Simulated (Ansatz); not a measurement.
Basis-set extrapolation for C4H10Si (`C/C=C/[SiH2]C`) (PBE0-D4/def2-TZVP geometry, frozen core, Ansatz 0.2.0). Multiplicity 1, RHF reference.

```tsv
	def2-TZVPP	def2-QZVPP
HF	-446.292560	-446.308963
MP2 correlation	-0.806073	-0.857818
CCSD(T) correlation	-0.902743	not run
```

Energies in hartree. Use E(X) = E(∞) + A·exp(−7.88·√X) for Hartree–Fock and E(X) = E(∞) + B·X^(−2.97) for correlation, with X = 3 and 4, and add CCSD(T) minus MP2 of the smaller set to the MP2 limit.

Problem. What is the CCSD(T) energy at the basis-set limit?

Solution. HF limit: -446.308963 + (-0.016403) × 0.13774 = -446.31122. MP2 limit: -0.857818 + (-0.051745) × 0.74074 = -0.89615. Higher-order term: -0.902743 − (-0.806073) = -0.09667. Total: -447.30404 hartree, 68.2 kcal/mol below CCSD(T)/def2-TZVPP.
